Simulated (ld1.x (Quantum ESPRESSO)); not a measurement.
# What one change does to a pseudopotential (silicon, ultrasoft)

Si, ultrasoft, made with ld1.x (Quantum ESPRESSO) 7.5 (PBE, scalar-relativistic). Core [Ne], reference 3s2 3p2. Waves: 3s (bound): rcut 1.10, rcutus 1.45 bohr; 3s channel at 0.7 Ry: rcut 1.10, rcutus 1.45 bohr; 3p (bound): rcut 1.55, rcutus 1.95 bohr; 3p channel at 0.55 Ry: rcut 1.55, rcutus 1.95 bohr. Local part: all-electron potential smoothed inside 1.25 bohr (lloc = -1). Core correction: a·sin(br)/r model core inside 1.15 bohr. Augmentation charge: PSQ, radius 1.15 bohr.

Change: waves 3s (bound): rcut 1.10, rcutus 2.04 bohr; 3s channel at 0.7 Ry: rcut 1.10, rcutus 2.04 bohr.

Cutoffs: the cutoffs (Ry, on a coarse ladder) from which the occupation-weighted sum of valence levels, in a spherical-Bessel basis at the reference potential, stays within 10 and 1 mRy of its value at 400 Ry; they do not see the model core or the augmentation charge, which bear on the density cutoff. Errors are all-electron minus pseudo energies relative to the spin-unpolarised reference configuration.

Task: How do hardness, ghosts and transferability respond?

Result: The potential gets softer (18 Ry and 21 Ry → 8 Ry and 15 Ry); the bound ghost in s disappears; of the 7 tests that both files solve, the error grows in 0 and shrinks in 2 by more than 15 % and 0.3 meV (median size 2.1 → 1.8 meV). A larger radius leaves more room for a smooth pseudo-wave, so fewer plane waves are needed.

```tsv
quantity	base	changed
cutoff, loose	18 Ry	8 Ry
cutoff, tight	21 Ry	15 Ry
loose cutoff by channel (10 mRy a level)	s 18 Ry, p 6 Ry	s 6 Ry, p 6 Ry
bound ghosts	s	none
error for 3s2 3p1, meV [ΔE 7.74 eV]	+0.2	+0.2
error for 3s2 3p0, meV [ΔE 23.73 eV]	+3.9	+4.1
error for 3s1 3p0, meV [ΔE 57.70 eV]	+25	+28
error for 3s1 3p2, meV [ΔE 15.17 eV]	+2.1	+1.8
error for 3s1 3p3, meV [ΔE 6.81 eV]	+2.1	+1.6
error for 3s0 3p4, meV [ΔE 13.78 eV]	+10	+7.4
error for 3s2 3p1.5, meV [ΔE 2.92 eV]	-0.1	-0.1
lowest overlap eigenvalue by channel	s 0.61, p 0.70	s 0.30, p 0.70
```

 A true bound ghost makes a file unfit for plane-wave use even where its test errors are small: the radial tests pick states by their node count and pass the ghost by.
